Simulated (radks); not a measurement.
Results of a calculation; reference values are marked as such.
The nuclear charge of the samarium ion Sm2+ is varied continuously with 60 electrons held in [Xe] 4f6. Code: a radial shooting solver on a logarithmic mesh with Libxc functionals. Model: scalar-relativistic Kohn-Sham, SCAN, spin-polarised, spherical densities, finite nucleus; open shells are filled with parallel spins first (spin-orbit coupling, left out, can overturn this in heavy ions); meta-GGA in the generalised Kohn-Sham scheme; Fermi nuclear charge, rms radius 5.0819 fm. By the Hellmann-Feynman theorem dE/dZ = E(electron-nucleus)/Z, the electronic potential at the nucleus (averaged over a nucleus of fixed radius). The scalar-relativistic energy here is not variational (the density holds large components alone), so the two differ by a part that grows with Z.

Z	E (hartree)	E(electron-nucleus)/Z (hartree)	HOMO	e(HOMO) (eV)	<r> HOMO (bohr)
61.5	-10223.5011	-404.231	4f	-9.664	1.051
62	-10427.8784	-408.969	4f	-17.206	0.9696
62.5	-10634.6550	-413.704	4f	-25.732	0.9107
63	-10843.8327	-418.440	4f	-35.080	0.8639

The central difference of E at Z = 62 is -411.154 hartree, to compare with the third column; the second derivative is -9.6 hartree.
